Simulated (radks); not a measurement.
Results of a calculation; reference values are marked as such.
Neutral osmium inside a hard spherical wall (all orbitals vanish at R), configuration held at [Xe] 4f14 5d6 6s2 and not refilled when levels cross. Code: a radial shooting solver on a logarithmic mesh with Libxc functionals. Model: scalar-relativistic Kohn-Sham, PBE, spin-polarised, spherical densities, finite nucleus; open shells are filled with parallel spins first (spin-orbit coupling, left out, can overturn this in heavy ions); Fermi nuclear charge, rms radius 5.4126 fm. Eigenvalues in eV for spin up, with the zero of energy where the potential of the charges vanishes at infinity; a dash marks a level that is unbound or too diffuse for the functional's potential to be trusted. A positive occupied level is held by the wall or, in an anion where self-interaction has pushed it up, behind a barrier. The pressure on the wall is -dE/dV.

R (bohr)  E (hartree)  kinetic (hartree)    e(4f)    e(5p)   e(5d)   e(6s)  e(6p, empty)  e(7s, empty)  pressure (GPa)
free      -17250.8138          19112.297  -51.911  -51.664  -7.224  -6.677        -1.474             -               0
20        -17250.8138          19112.297  -51.911  -51.664  -7.224  -6.677        -1.474             -        < 0.0001
15        -17250.8138          19112.297  -51.911  -51.664  -7.224  -6.677        -1.471         0.264        < 0.0001
12        -17250.8138          19112.298  -51.909  -51.662  -7.222  -6.676        -1.451         0.700        0.000380
10        -17250.8136          19112.300  -51.892  -51.644  -7.206  -6.661        -1.374         1.504         0.00685
3.5       -17249.7392          19117.159  -40.237  -41.189   2.833   7.493        20.447        69.012             316
2         -17233.6903          19176.096   12.865    4.826  60.525  128.64        168.20        382.35           23100
